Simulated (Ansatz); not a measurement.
This geometry of GeH4 + H (6 atoms, charge 0, multiplicity 2) is a first-order saddle point.

Level of theory: UHF/def2-SVP (Ansatz).

```xyz
6
Properties=species:S:1:pos:R:3
Ge 0.001 0.000 -0.001
H 0.001 0.000 1.700
H 1.454 0.000 -0.489
H -0.725 1.258 -0.492
H -0.725 -1.258 -0.492
H -0.005 0.000 2.786
```

Q: Which two structures does it join? (They come from a converged band through this point; their orientation in space is the band's.)

A: Bonds broken: Ge1–H2. Bonds formed: H2–H6. GeH4 + H becomes GeH3 + H2.

Image 0:

```xyz
6
Properties=species:S:1:pos:R:3
Ge 0.003 0.000 -0.380
H 0.009 0.000 1.154
H 1.446 0.000 -0.897
H -0.722 1.252 -0.888
H -0.722 -1.252 -0.888
H -0.012 0.000 4.911
```

Image 8:

```xyz
6
Properties=species:S:1:pos:R:3
Ge 0.001 0.000 -0.878
H -0.001 0.000 3.594
H 1.461 0.000 -1.348
H -0.729 1.264 -1.349
H -0.729 -1.264 -1.349
H -0.001 0.000 4.341
```

Q: How far does it lie above each of them?

A: 0.53 eV above the first and 1.07 eV above the second. This is the barrier of this one path; another mechanism may lie lower.

The run took 52 s on 1 thread of Arm Neoverse V1, on a shared host, peak memory 0.12 GiB.
